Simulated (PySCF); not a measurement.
# Electron correlation in Zn²⁺ (zinc, charge +2)

[Ar] 3d10, closed-shell 1S. Calculation: PySCF 2.14, in def2-TZVPPD; the non-relativistic Hamiltonian (point nucleus). Frozen: [Ne]; 18 electrons correlated.

| level | correlation energy (mhartree) |
| --- | --- |
| CCSD | -669.61 |
| (T) | -10.54 |
| CCSD(T) | -680.15 |

Diagnostics: T1 = 0.0079, D1 = 0.0146, largest double amplitude 0.016.

Cost of the coupled-cluster step: roughly 9 core-seconds, for 18 correlated electrons.

This basis was not built for core-valence correlation, so the inner-shell part is incomplete.
